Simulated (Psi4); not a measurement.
How methods differ on ScNH4O2 (SMILES [NH2][Sc]([OH])[OH])

ScNH4O2: 8 atoms, total charge 0, spin state singlet. SMILES: `[NH2][Sc]([OH])[OH]`. The shape was relaxed beforehand at PBE0/def2-TZVP. This is one conformer, not always the lowest.

```xyz
8

N    -0.7288    1.3864   -0.4476
Sc    0.1625   -0.3087    0.0799
O     2.0161   -0.3926   -0.1884
O    -0.9465   -1.6442    0.7887
H    -0.2787    2.2018   -0.8432
H    -1.7162    1.5926   -0.3672
H     2.9396   -0.5992   -0.2893
H    -1.3530   -2.4118    1.1777
```

Quantity: the dipole moment, in D. The values are calculated.

| level | kind | program | value (D) | CPU time |
| --- | --- | --- | --- | --- |
| PBE-D4/def2-TZVPP (density fitting) | GGA | Psi4 | 0.66 | 80 s |
| r2SCAN-D4/def2-TZVPP (density fitting) | meta-GGA | Psi4 | 0.69 | 4.5 min |
| B3LYP-D4/def2-TZVPP (density fitting) | global hybrid | Psi4 | 0.71 | 69 s |
| PBE0-D4/def2-TZVPP (density fitting) | global hybrid | Psi4 | 0.72 | 70 s |
| wB97M-V/def2-TZVPP (density fitting) | range-separated hybrid | Psi4 | 0.78 | 4.4 min |

The values span 0.66 to 0.78 D. Magnitudes only. Times are those of the runs behind each value, whatever else they computed, on shared processors of several kinds: orders of magnitude only.
